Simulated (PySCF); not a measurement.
ethynylcyclopropane (C₅H₆), SMILES C#CC1CC1. Atoms are numbered in the order given.

```xyz
11

C      2.2808     0.1827     0.0000
C      1.1189    -0.1647     0.0000
C     -0.2622    -0.5755     0.0000
C     -1.3038     0.2396     0.7492
C     -1.3038     0.2396    -0.7492
H      3.3094     0.4886     0.0000
H     -0.4117    -1.6610     0.0000
H     -0.9526     1.1362     1.2655
H     -2.0858    -0.3146     1.2749
H     -2.0858    -0.3146    -1.2749
H     -0.9526     1.1362    -1.2655
```

The structure is a stationary point at B3LYP-D3(BJ)/def2-SVP.

Two levels are set side by side: PBE/pcSseg-1 (PySCF) and HF/pcSseg-1 (PySCF). GIAO shifts against TMS (¹H), TMS (¹³C) at the same level; non-relativistic, no solvent, atoms listed together averaged. Differences are taken from unrounded values.

```csv
quantity,HF,PBE,PBE minus HF
δ(¹³C) of C1 (ppm),74.0,67.9,-6.1
δ(¹³C) of C2 (ppm),91.7,91.3,-0.4
δ(¹³C) of C3 (ppm),-3.4,5.6,9.0
"δ(¹³C) of C4, C5 (ppm)",9.1,14.4,5.3
δ(¹H) of H6 (ppm),2.40,1.67,-0.72
δ(¹H) of H7 (ppm),1.14,1.53,0.39
"δ(¹H) of H8, H9, H10, H11 (ppm)",0.96,0.97,0.01
```

Rough cost on one machine, each run with all the roots and properties that it gave: HF against PBE within a factor of 2.
